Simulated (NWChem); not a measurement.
System: WH4F2; SMILES [F][WH4][F]

Here is an NWChem input.

```
start job
memory heap 200 mb stack 900 mb global 1100 mb
geometry units angstroms noautoz
  W      0.000000     0.000000    -0.107168
  F     -1.828575     0.000000     0.381791
  F      1.828575     0.000000     0.381791
  H      0.864387     0.000000    -1.548027
  H      0.000000    -1.459984     0.722712
  H      0.000000     1.459984     0.722712
  H     -0.864387     0.000000    -1.548027
end
basis spherical
  * library def2-svp
end
ecp
  W library def2-ecp
end
dft
  xc m06-2x
  iterations 150
  mulliken
end
task dft energy
```

Parts of the log:

```
             Northwest Computational Chemistry Package (NWChem) 7.3.0
             --------------------------------------------------------

 C2V symmetry detected

                             Geometry "geometry" -> ""
                             -------------------------

 Output coordinates in angstroms (scale by  1.889725989 to convert to a.u.)

  No.       Tag          Charge          X              Y              Z
 ---- ---------------- ---------- -------------- -------------- --------------
    1 W                   74.0000     0.00000000     0.00000000    -0.07895108
    2 F                    9.0000    -1.82857500     0.00000000     0.41000792
    3 F                    9.0000     1.82857500     0.00000000     0.41000792
    4 H                    1.0000     0.86438700     0.00000000    -1.51981008
    5 H                    1.0000     0.00000000    -1.45998400     0.75092892
    6 H                    1.0000     0.00000000     1.45998400     0.75092892
    7 H                    1.0000    -0.86438700     0.00000000    -1.51981008

 Effective nuclear repulsion energy (a.u.)     493.9364552501

      Symmetry information
      --------------------

 Group name             C2v
 Group number             16
 Group order               4
 No. of unique centers     4

                                 NWChem DFT Module
                                 -----------------

 Summary of "ao basis" -> "ao basis" (spherical)
 ------------------------------------------------------------------------------
       Tag                 Description            Shells   Functions and Types
 ---------------- ------------------------------  ------  ---------------------
 W                          def2-svp                12       32   6s3p2d1f
 F                          def2-svp                 6       14   3s2p1d
 H                          def2-svp                 3        5   2s1p

      Symmetry analysis of basis
      --------------------------

        a1         33
        a2          9
        b1         22
        b2         16

            General Information
            -------------------
          SCF calculation type: DFT
          Wavefunction type:  closed shell.
          No. of atoms     :     7
          No. of electrons :    36
           Alpha electrons :    18
            Beta electrons :    18
          Charge           :     0
          Spin multiplicity:     1
          Use of symmetry is: on ; symmetry adaption is: on
          Maximum number of iterations: 150
          AO basis - number of functions:    80
                     number of shells:    36
          Convergence on energy requested:  1.00D-06
          Convergence on density requested:  1.00D-05
          Convergence on gradient requested:  5.00D-04

              XC Information
              --------------
                       M06-2X Method XC Functional
                     Hartree-Fock (Exact) Exchange  0.540
                        M06-2X Exchange Functional  1.000
                      M06-2X Correlation Potential  1.000

             Grid Information
             ----------------
          Grid used for XC integration:  medium
          Radial quadrature: Mura-Knowles
          Angular quadrature: Lebedev.
          Tag              B.-S. Rad. Rad. Pts. Rad. Cut. Ang. Pts.
          ---              ---------- --------- --------- ---------
          W                   1.35      123           8.0       590
          F                   0.50       49           9.0       434
          H                   0.35       45           9.0       434
          Grid pruning is: on
          Number of quadrature shells:   262
          Spatial weights used:  Erf1

      Superposition of Atomic Density Guess
      -------------------------------------

 Sum of atomic energies:        -273.75875525

      Non-variational initial energy
      ------------------------------

 Total energy =    -266.501356
 1-e energy   =    -623.523045
 2-e energy   =     240.627236
 HOMO         =      -0.285551
 LUMO         =      -0.066065

      Symmetry analysis of molecular orbitals - initial
      -------------------------------------------------

  Numbering of irreducible representations:

     1 a1          2 a2          3 b1          4 b2

  Orbital symmetries:

     1 a1          2 b1          3 a1          4 b1          5 a1
     6 b2          7 a1          8 b1          9 a1         10 b1
    11 a2         12 a1         13 b2         14 b1         15 a1
    16 a1         17 b2         18 b1         19 a2         20 b2
    21 a1         22 b1         23 a1         24 a1         25 b2
    26 b1         27 a1         28 a1

     ---------------------------------------------
      Total Density - Mulliken Population Analysis
     ---------------------------------------------

    Atom       Charge   Shell Charges
 -----------   ------   -------------------------------------------------------
    1 W   14    11.55   0.04 -0.35  1.80  0.53  0.55  0.23  5.49  0.58  0.07  2.19  0.35  0.08
    2 F    9     9.66   1.99  1.15  0.80  3.55  2.17  0.00
    3 F    9     9.66   1.99  1.15  0.80  3.55  2.17  0.00
    4 H    1     1.31   0.78  0.52  0.01
    5 H    1     1.25   0.75  0.49  0.01
    6 H    1     1.25   0.75  0.49  0.01
    7 H    1     1.31   0.78  0.52  0.01

   convergence    iter        energy       DeltaE   RMS-Dens  Diis-err
 ---------------- ----- ----------------- --------- --------- ---------
 d= 0,ls=0.0,diis     1   -268.5080640080 -3.85D+02  3.56D-02  2.07D+00
 d= 0,ls=0.0,diis     2   -267.5093410613  9.99D-01  2.22D-02  1.28D+01
 d= 0,ls=0.0,diis     3   -268.7772744451 -1.27D+00  2.96D-03  4.08D-02
 d= 0,ls=0.0,diis     4   -268.7812101508 -3.94D-03  9.53D-04  1.55D-02
 d= 0,ls=0.0,diis     5   -268.7822903289 -1.08D-03  3.51D-04  6.88D-05
  Resetting Diis
 d= 0,ls=0.0,diis     6   -268.7823191387 -2.88D-05  7.02D-05  7.98D-06
 d= 0,ls=0.0,diis     7   -268.7823211726 -2.03D-06  1.08D-05  3.33D-07
 d= 0,ls=0.0,diis     8   -268.7823212471 -7.45D-08  4.05D-06  2.09D-07

         Total DFT energy =     -268.782321247072
      One electron energy =     -625.367370553648
           Coulomb energy =      269.875618074308
    Exchange-Corr. energy =      -29.685021136691
 Nuclear repulsion energy =      116.394452368958

 Numeric. integr. density =       36.000013836483

                  Occupations of the irreducible representations
                  ----------------------------------------------

                     irrep           alpha         beta
                     --------     --------     --------
                     a1                8.0          8.0
                     a2                1.0          1.0
                     b1                6.0          6.0
                     b2                3.0          3.0

                       DFT Final Molecular Orbital Analysis
                       ------------------------------------

 Vector   16  Occ=2.000000D+00  E=-4.465398D-01  Symmetry=a1
              MO Center= -1.4D-14,  3.2D-14, -4.6D-01, r^2= 2.4D+00
   Bfn.  Coefficient  Atom+Function         Bfn.  Coefficient  Atom+Function
  ----- ------------  ---------------      ----- ------------  ---------------
    18      0.432165  1 W  d  0              20      0.282979  1 W  d  2
    61      0.231966  4 H  s                 76      0.231966  7 H  s
     9      0.204816  1 W  pz                66     -0.191128  5 H  s
    71     -0.191128  6 H  s                 62      0.151789  4 H  s
    77      0.151789  7 H  s                 67     -0.132806  5 H  s

 Vector   17  Occ=2.000000D+00  E=-4.188379D-01  Symmetry=b2
              MO Center= -3.4D-15, -5.7D-14,  4.4D-01, r^2= 2.5D+00
   Bfn.  Coefficient  Atom+Function         Bfn.  Coefficient  Atom+Function
  ----- ------------  ---------------      ----- ------------  ---------------
    17      0.501830  1 W  d -1              66     -0.291824  5 H  s
    71      0.291824  6 H  s                 37      0.220337  2 F  py
    51      0.220337  3 F  py                67     -0.196424  5 H  s
    72      0.196424  6 H  s                 40     -0.165211  2 F  py
    54     -0.165211  3 F  py                 8     -0.139878  1 W  py

 Vector   18  Occ=2.000000D+00  E=-3.511976D-01  Symmetry=b1
              MO Center=  2.4D-14,  1.8D-16, -7.0D-01, r^2= 2.5D+00
   Bfn.  Coefficient  Atom+Function         Bfn.  Coefficient  Atom+Function
  ----- ------------  ---------------      ----- ------------  ---------------
    19      0.502428  1 W  d  1              61      0.294330  4 H  s
    76     -0.294330  7 H  s                 62      0.290770  4 H  s
    77     -0.290770  7 H  s                 38      0.195595  2 F  pz
    52     -0.195595  3 F  pz                 7     -0.178242  1 W  px
    36      0.154218  2 F  px                50      0.154218  3 F  px

 Vector   19  Occ=0.000000D+00  E=-9.402446D-02  Symmetry=b2
              MO Center=  3.1D-15,  7.2D-14, -2.7D-01, r^2= 3.8D+00
   Bfn.  Coefficient  Atom+Function         Bfn.  Coefficient  Atom+Function
  ----- ------------  ---------------      ----- ------------  ---------------
    17      0.562650  1 W  d -1              67      0.399544  5 H  s
    72     -0.399544  6 H  s                 22      0.344755  1 W  d -1
    14     -0.263289  1 W  py                 8      0.226392  1 W  py
    66      0.154636  5 H  s                 71     -0.154636  6 H  s
    37     -0.057650  2 F  py                51     -0.057650  3 F  py

[...]
```

Level: M06-2X/def2-SVP with def2 effective core potentials on W. Structure relaxed at the PBE0/def2-SVP level. def2 effective core potentials on W; no spin-orbit coupling.
